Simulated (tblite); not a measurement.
BiBr₂ (SMILES [Br][Bi][Br]), doublet, geometry from GFN2-xTB (such geometries of metal compounds can be far from the true shape) (the spin is typed, not shown lowest); GFN1-xTB (tblite).

tblite was given this input:
```
$ tblite run mol.xyz --method gfn1 --charge 0 --spin 1 --etemp 2000 --json tblite.json --no-restart

# file mol.xyz
3

Bi     0.68766245     0.36152697     0.23000733
Br    -1.16365471     1.02213685    -1.51182898
Br    -0.46708767    -1.87947223     0.96638303
```

Task: Predict the main parts of the log of this tblite run.

Result: 
```
xTB calculator
 | screened Coulomb repulsion
 | Coulomb electrostatics
 |  * isotropic Klopman-Ohno-Mataga-Nishimoto electrostatics
 |  * onsite third-order electrostatics
 | DFT-D3(BJ) dispersion correction

halogen bonding energy    0.0000000000000E+00 Eh
repulsion energy          6.1750153091787E-03 Eh
dispersion energy        -1.3069955651201E-03 Eh
number of electrons       1.9000000000000E+01 e
integral cutoff           2.2843195497908E+01 bohr

------------------------------------------------------------
  cycle        total energy    energy error   density error
------------------------------------------------------------
      1     -9.585841063529  -9.5907091E+00   7.0758499E-01
      2     -9.676416551752  -9.0575488E-02   6.2862411E-01
      3     -9.962726913372  -2.8631036E-01   2.7394728E-01
      4     -9.976575621884  -1.3848709E-02   2.4048990E-01
      5     -10.01277771504  -3.6202093E-02   9.2447271E-02
      6     -10.02013588221  -7.3581672E-03   5.9852491E-03
      7     -10.02016402716  -2.8144954E-05   1.8746556E-03
      8     -10.02016663860  -2.6114312E-06   2.9332394E-04
      9     -10.02016672052  -8.1924934E-08   6.7545664E-06
------------------------------------------------------------

electronic energy        -1.0025034740264E+01 Eh
total energy             -1.0020166720520E+01 Eh

Post processing:
 | Mayer-Wiberg bond orders

[Info] JSON dump of results written to 'tblite.json'
```
